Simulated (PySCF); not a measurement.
CH4O, charge +1, doublet, at the geometry optimised at the base level (a state made from the parent by changing its charge; the spin is typed, not shown lowest); HF/3-21G, frequencies (PySCF).

PySCF was given this input:
```python
from pyscf import gto, scf
from pyscf.hessian import thermo

mol = gto.M(
    atom='''
C    -0.132132    0.757384    0.102277
O     0.085475   -0.778762   -0.176210
H    -1.204203    0.812984    0.202123
H     0.660113   -1.335207    0.422013
H     0.426002    1.008260    0.984842
H     0.227078    1.199761   -0.812964
''',
    basis='3-21g',
    charge=1,
    spin=1,
    verbose=3,
)

mf = scf.UHF(mol)
mf.kernel()
hess = mf.Hessian().kernel()
freq = thermo.harmonic_analysis(mf.mol, hess)
print('frequencies / cm-1', freq['freq_wavenumber'].round(1))
th = thermo.thermo(mf, freq['freq_au'], 100, 101325)
thermo.dump_thermo(mf.mol, th)
```

The log (banner, timings and long lists left out):

```
converged SCF energy = -114.066694704041  <S^2> = 0.75861113  2S+1 = 2.0085927
frequencies / cm-1 [  49.9  638.7  913.6 1150.6 1252.9 1552.3 1570.7 1592.4 3235.1 3359.6
 3403.7 3497.5]
temperature 100.0000 [K]
pressure 101325.00 [Pa]
Rotational constants [GHz] 127.47965 21.02430 20.42113
Symmetry number 1
Zero-point energy (ZPE) 0.05061 [Eh]   132887.386 [J/mol]
                           tot       elec      trans        rot        vib
Entropy [J/mol/K]       213.486      5.763    129.278     67.182     11.263
Cv [J/mol/K]             32.985      0.000     12.472     12.472      8.042
Cp [J/mol/K]             41.300      0.000     20.786     12.472      8.042
Internal energy [J/mol]                      1247.169   1247.169 133456.804
Internal energy [Eh]   -114.01491  -114.06669
Enthalpy [J/mol]                             2078.615   1247.169 133456.804
Enthalpy [Eh]          -114.01460
Gibbs free energy [J/mol]                  -10849.227  -5470.985 132330.542
Gibbs free energy [Eh] -114.02273
```
